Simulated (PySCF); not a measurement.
**Working with the constants of SrBr⁺**

RHF-CCSD(T) constants of SrBr⁺, ¹Σ⁺ (singlet), closed shell (basis Sr def2-SVP with ECP28, Br def2-SVP; scalar-relativistic core potentials; PySCF 2.14; masses 87.9056 and 78.9183 u):

```
ωe              : 260.7 cm⁻¹
ωexe            : 0.465 cm⁻¹
Be              : 0.056377 cm⁻¹
αe              : 0.000150 cm⁻¹
D (centrifugal) : 1.05e-08 cm⁻¹
De to Sr⁺ + Br  : 3.38 eV
```

Q: Give the band origin of the fundamental and the first lines of its P and R branches.

A: ν0 = ωe − 2ωexe = 259.8 cm⁻¹, B0 = 0.056302, B1 = 0.056152 cm⁻¹.

| J″ | P(J″) − ν0 | R(J″) − ν0 |
| --- | --- | --- |
| 0 |  | 0.112 |
| 1 | -0.113 | 0.224 |
| 2 | -0.226 | 0.336 |
| 3 | -0.339 | 0.447 |
| 4 | -0.452 | 0.559 |
| 5 | -0.566 | 0.669 |
| 6 | -0.680 | 0.780 |

Q: Near which J would the R branch turn back, without centrifugal distortion?

A: At J ≈ (B0 + B1)/(2(B0 − B1)) − 1 ≈ 370.

Correlated steps freeze 9 core orbitals. Correlated levels converge slowly with the basis: in double zeta they bind strong bonds too weakly, by up to about 1 eV, and carry superposition errors of some tenths. For an ion De counts to the pair picked by the measured ionisation energies or electron affinities, which need not be the lowest pair at this level. Where the molecule has an RHF reference, its open-shell atoms are computed with UHF.
